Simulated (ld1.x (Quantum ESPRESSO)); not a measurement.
u(r) = r·R(r): atom against pseudo-atom (antimony (Sb))

Columns: radius, all-electron u(r) and pseudo u(r) of the 5p shell (level -4.83 eV) of antimony in the configuration [Kr] 4d10 5s2 5p3; PBE, scalar-relativistic, TM scheme, ld1.x (Quantum ESPRESSO) 7.5.

```
r (bohr)  all-electron   pseudo
   0.103        0.0597  -0.0020
   0.205       -0.1646  -0.0080
   0.308       -0.1258  -0.0181
   0.410        0.0489  -0.0321
   0.513        0.2034  -0.0506
   0.615        0.2779  -0.0731
   0.718        0.2749  -0.1003
   0.820        0.2158  -0.1317
   0.923        0.1233  -0.1680
   1.025        0.0174  -0.2083
   1.128       -0.0913  -0.2531
   1.230       -0.1934  -0.3009
   1.332       -0.2857  -0.3510
   1.435       -0.3673  -0.4025
   1.538       -0.4366  -0.4530
   1.640       -0.4936  -0.4998
   1.743       -0.5402  -0.5419
   1.845       -0.5764  -0.5766
   1.948       -0.6041  -0.6041
   2.050       -0.6236  -0.6236
   2.153       -0.6364  -0.6364
   2.255       -0.6432  -0.6432
   2.358       -0.6448  -0.6448
   2.460       -0.6421  -0.6421
   2.562       -0.6357  -0.6357
   2.665       -0.6262  -0.6262
```

Task: How many radial nodes do the two functions have?

Result: The all-electron 5p function has n − l − 1 = 3; the pseudo-wave has 0, since the states of the same l below it are removed with the core.

Task: At about which radius was the pseudo-wave matched?

Result: 2.05 bohr. The columns agree to 0.0005 from 1.84 bohr on; several derivatives are matched, so the curves merge somewhat inside the radius.

Task: Where does each function peak?

Result: Outermost all-electron maximum near 2.36 bohr, pseudo maximum near 2.36 bohr (to the table’s step).

Task: Is the pseudo-wave norm-conserving?

Result: Yes: the TM scheme keeps the norm inside the radius equal to the all-electron one, which fixes the energy derivative of the logarithmic derivative at the level.
